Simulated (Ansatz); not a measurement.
Si31H36, a nanocrystal cut from cubic silicon. Charge 0, multiplicity 3. Geometry PBE-D4/def2-SVP, that of the neutral singlet; atoms count from 1.

Cartesian coordinates in Å:
```
Si 3.384 3.298 0.135
Si 0.135 3.950 -2.549
Si 2.598 1.501 3.330
Si -0.910 0.226 4.181
Si -3.230 2.507 -1.606
Si -3.796 0.714 1.694
Si -0.276 2.019 0.822
Si 1.750 0.410 -1.947
Si 1.144 -1.480 1.400
Si -1.713 -0.987 -1.088
Si 4.628 -0.258 0.503
Si -1.176 0.976 -4.414
Si 0.496 -2.903 -3.735
Si -2.379 -2.790 2.274
Si -0.323 -4.532 -0.423
Si 1.681 2.964 1.727
Si -1.274 3.485 -0.724
Si 3.738 1.286 -1.040
Si 0.792 1.898 -3.500
Si -1.824 1.667 2.560
Si 1.064 1.142 5.080
Si 3.111 -0.544 2.282
Si -0.413 -1.821 3.133
Si -4.787 2.155 0.122
Si -2.670 0.475 -2.663
Si -3.262 -1.331 0.653
Si 0.236 -0.028 -0.207
Si 2.327 -1.531 -3.149
Si 1.621 -3.616 0.538
Si -1.157 -3.058 -2.060
Si -1.909 -4.870 1.282
H 4.651 3.642 0.881
H 3.077 4.435 -0.805
H -0.655 4.716 -3.582
H 1.320 4.790 -2.149
H 3.869 2.118 3.870
H -1.930 -0.006 5.272
H -3.801 3.445 -2.646
H -4.748 0.437 2.836
H 5.947 0.261 1.022
H 4.875 -1.589 -0.162
H -1.818 2.003 -5.316
H -0.873 -0.247 -5.240
H -0.108 -2.398 -5.019
H 1.016 -4.298 -3.993
H -3.386 -2.944 3.391
H 0.009 -5.847 -1.091
H 1.321 4.272 2.394
H -1.642 4.759 0.003
H 4.727 1.513 -2.161
H 1.798 2.135 -4.603
H -2.142 3.007 3.186
H 0.764 2.451 5.767
H 1.651 0.197 6.100
H 3.681 -1.504 3.303
H 0.221 -2.762 4.133
H -5.146 3.473 0.764
H -6.048 1.534 -0.427
H -3.925 -0.162 -3.213
H -4.515 -1.932 0.057
H 3.314 -2.340 -2.348
H 3.021 -1.092 -4.415
H 2.743 -3.565 -0.467
H 2.069 -4.478 1.693
H -2.407 -3.659 -2.662
H -1.364 -5.832 2.309
H -3.171 -5.459 0.702
```

Single mean-field runs in def2-SVP are fitted with def2-universal-jkfit. At PBE0-D4/def2-SVP a singlet of charge 0 lies 4.42 eV below the triplet at the same geometry.

(1) Estimate the Mulliken populations of the heavy atoms from the PBE0/def2-SVP orbitals of Ansatz.

(2) Where does the spin sit?

(3) And the Mayer bond orders between heavy atoms (over 0.3, the first 40 of 44)?

Answers

(1) 
```json
{"atom": "Si1", "charge (e)": "0.11", "spin (α − β)": "0.03"}
{"atom": "Si2", "charge (e)": "0.11", "spin (α − β)": "0.03"}
{"atom": "Si3", "charge (e)": "-0.07", "spin (α − β)": "0.01"}
{"atom": "Si4", "charge (e)": "-0.04", "spin (α − β)": "0.01"}
{"atom": "Si5", "charge (e)": "-0.07", "spin (α − β)": "0.02"}
{"atom": "Si6", "charge (e)": "-0.04", "spin (α − β)": "0.01"}
{"atom": "Si7", "charge (e)": "-0.20", "spin (α − β)": "0.12"}
{"atom": "Si8", "charge (e)": "-0.28", "spin (α − β)": "0.32"}
{"atom": "Si9", "charge (e)": "-0.23", "spin (α − β)": "0.11"}
{"atom": "Si10", "charge (e)": "-0.22", "spin (α − β)": "0.25"}
{"atom": "Si11", "charge (e)": "0.12", "spin (α − β)": "0.02"}
{"atom": "Si12", "charge (e)": "0.10", "spin (α − β)": "0.04"}
{"atom": "Si13", "charge (e)": "0.08", "spin (α − β)": "0.03"}
{"atom": "Si14", "charge (e)": "-0.03", "spin (α − β)": "0.02"}
{"atom": "Si15", "charge (e)": "-0.09", "spin (α − β)": "0.03"}
{"atom": "Si16", "charge (e)": "0.01", "spin (α − β)": "0.07"}
{"atom": "Si17", "charge (e)": "0.00", "spin (α − β)": "0.02"}
{"atom": "Si18", "charge (e)": "-0.03", "spin (α − β)": "0.04"}
{"atom": "Si19", "charge (e)": "-0.03", "spin (α − β)": "-0.02"}
{"atom": "Si20", "charge (e)": "0.01", "spin (α − β)": "0.13"}
{"atom": "Si21", "charge (e)": "0.15", "spin (α − β)": "0.01"}
{"atom": "Si22", "charge (e)": "-0.01", "spin (α − β)": "0.07"}
{"atom": "Si23", "charge (e)": "0.02", "spin (α − β)": "0.07"}
{"atom": "Si24", "charge (e)": "0.15", "spin (α − β)": "0.01"}
{"atom": "Si25", "charge (e)": "0.00", "spin (α − β)": "0.01"}
{"atom": "Si26", "charge (e)": "0.02", "spin (α − β)": "0.10"}
{"atom": "Si27", "charge (e)": "0.03", "spin (α − β)": "0.06"}
{"atom": "Si28", "charge (e)": "0.12", "spin (α − β)": "-0.01"}
{"atom": "Si29", "charge (e)": "0.15", "spin (α − β)": "0.00"}
{"atom": "Si30", "charge (e)": "0.00", "spin (α − β)": "-0.01"}
{"atom": "Si31", "charge (e)": "0.14", "spin (α − β)": "-0.01"}
```
Mulliken values depend strongly on the basis.

(2) Summed by element: Si 1.60, H 0.40, of 2 unpaired in all. Largest on single atoms: Si8 0.32, Si10 0.25, Si20 0.13.

(3) Si1–Si16 0.92 (2.36 Å); Si1–Si18 0.94 (2.36 Å); Si2–Si17 0.93 (2.35 Å); Si2–Si19 0.94 (2.35 Å); Si3–Si16 0.93 (2.36 Å); Si3–Si21 0.92 (2.35 Å); Si3–Si22 0.93 (2.35 Å); Si4–Si20 0.93 (2.35 Å); Si4–Si21 0.93 (2.35 Å); Si4–Si23 0.93 (2.35 Å); Si5–Si17 0.92 (2.36 Å); Si5–Si24 0.92 (2.35 Å); Si5–Si25 0.93 (2.36 Å); Si6–Si20 0.91 (2.36 Å); Si6–Si24 0.94 (2.35 Å); Si6–Si26 0.93 (2.36 Å); Si7–Si16 0.87 (2.35 Å); Si7–Si17 0.91 (2.35 Å); Si7–Si20 0.84 (2.35 Å); Si7–Si27 0.93 (2.35 Å); Si8–Si18 0.90 (2.35 Å); Si8–Si19 0.93 (2.35 Å); Si8–Si27 0.62 (2.35 Å); Si8–Si28 0.93 (2.36 Å); Si9–Si22 0.86 (2.35 Å); Si9–Si23 0.89 (2.35 Å); Si9–Si27 0.90 (2.35 Å); Si9–Si29 0.92 (2.35 Å); Si10–Si25 0.91 (2.35 Å); Si10–Si26 0.88 (2.36 Å); Si10–Si27 0.76 (2.34 Å); Si10–Si30 0.92 (2.35 Å); Si11–Si18 0.94 (2.36 Å); Si11–Si22 0.92 (2.36 Å); Si12–Si19 0.93 (2.36 Å); Si12–Si25 0.92 (2.36 Å); Si13–Si28 0.93 (2.36 Å); Si13–Si30 0.93 (2.36 Å); Si14–Si23 0.91 (2.35 Å); Si14–Si26 0.92 (2.35 Å).
